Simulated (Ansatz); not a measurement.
# A family of molecules: the dipole moment

One atom is swapped for its congeners: C3H7Br (2-bromopropane) `CC(C)Br`; SiH(CH3)2Br; GeH(CH3)2Br. All are singlets with charge 0.

Shapes, held fixed at every level: PBE0-D4/def2-TZVP. Programs: Ansatz 0.2.0. Values in D.

```tsv
level	C3H7Br	SiH(CH3)2Br	GeH(CH3)2Br
PBE-D4/def2-TZVPP	2.21	2.19	2.67
r2SCAN-D4/def2-TZVPP	2.35	2.27	2.77
B3LYP-D4/def2-TZVPP	2.27	2.24	2.74
wB97M-V/def2-TZVPP	2.27	2.27	2.77
measured	2.21	–	–
```

At wB97M-V/def2-TZVPP the dipole moment isn't monotonic: it is largest for Ge and smallest for Si (2.77 and 2.27 D). 3 of 4 levels show this order throughout; 4 agree on the largest and the smallest. Measured values: NIST CCCBDB. Relativity is left out for Br, Ge unless named.
